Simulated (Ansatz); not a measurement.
Input file for Ansatz (a quantum-chemistry and plane-wave program): R-CCSD(T)/def2-SVP on CH4GeS (SMILES [CH3][Ge][SH]), a point of a torsion scan. The run froze 20 orbitals, filled d shells among them.

Ansatz 0.2 input:
```yaml
crystal:
  periodic: [false, false, false]
  atoms:
    - {symbol: C, position_ang: [-0.90241809, -0.17151298, 0.03836858]}
    - {symbol: Ge, position_ang: [0.18731868, 1.53421629, -0.23399689]}
    - {symbol: S, position_ang: [2.21547572, 0.61124989, 0.08347213]}
    - {symbol: H, position_ang: [-0.63121943, -0.93512928, -0.69211087]}
    - {symbol: H, position_ang: [-1.96738560, 0.03038900, -0.07158485]}
    - {symbol: H, position_ang: [-0.74379292, -0.58746117, 1.03439919]}
    - {symbol: H, position_ang: [1.83829253, -0.63758976, 0.31020199]}
basis:
  gaussian:
    orbitals: def2-SVP
magnetization: {spin_polarized: false}
correlation: {method: ccsd_t, electrons: outside_noble_gas}
scf: {lower_state_search: off}
```

The log:

```
WARN ansatz: RAYON_NUM_THREADS=1 ignored (pool sized by the plan → 1); use --threads N
Functional definition: HF
these checks for a lower state are left out or cut short: stability, starts, cluster_reference, orbital_swaps, neighbouring_geometries, increment
integrals: 0.08 GiB planned
833 factors; integrals over basis functions are off by at most 1.1e-3 eV
mean field: 0.25 GiB planned
mean field evaluation 1: about -68371.6894 eV, gradient 2.4e1 eV
mean field evaluation 2: about -68371.7131 eV, gradient 2.4e1 eV
mean field evaluation 4: about -68373.6493 eV, gradient 2.6e0 eV
mean field evaluation 8: about -68373.6880 eV, gradient 4.9e-4 eV
mean field -68373.68800119 eV, -2512.6866886933 hartree, gradient 6.1e-6 eV, S^2 0.000000; 0 other end points of the search recorded, 0 dependent functions left out
20 core orbitals not correlated
reference -68373.68800119 eV, -2512.6866886933 hartree; 9, 9 occupied and 55, 55 virtual orbitals, 833 factors
second order -9.67719607 eV of doubles, -0.00000000 eV of singles
coupled cluster: 0.17 GiB planned
cycle   1  -10.50861433 eV  change   -8.3e-1 eV  update   8.6e-2
cycle   2  -10.84929678 eV  change   -3.4e-1 eV  update   2.9e-2
cycle   3  -10.91174717 eV  change   -6.2e-2 eV  update   1.5e-2
cycle   4  -10.90782838 eV  change    3.9e-3 eV  update   5.3e-3
cycle   5  -10.90651206 eV  change    1.3e-3 eV  update   2.4e-3
cycle   6  -10.90626798 eV  change    2.4e-4 eV  update   8.5e-4
cycle   7  -10.90627128 eV  change   -3.3e-6 eV  update   2.8e-4
cycle   8  -10.90632375 eV  change   -5.2e-5 eV  update   9.3e-5
cycle   9  -10.90631196 eV  change    1.2e-5 eV  update   3.2e-5
cycle  10  -10.90631123 eV  change    7.3e-7 eV  update   9.9e-6
perturbative correction -0.35062996 eV, -0.0128854132 hartree
Total energy: -68384.94494237 eV, -2513.1003736518 hartree
Checks for a lower state left out: stability, starts, cluster_reference, orbital_swaps, neighbouring_geometries, increment
```

Self-consistency was reached.

Cost: very roughly 3.0 core-seconds.
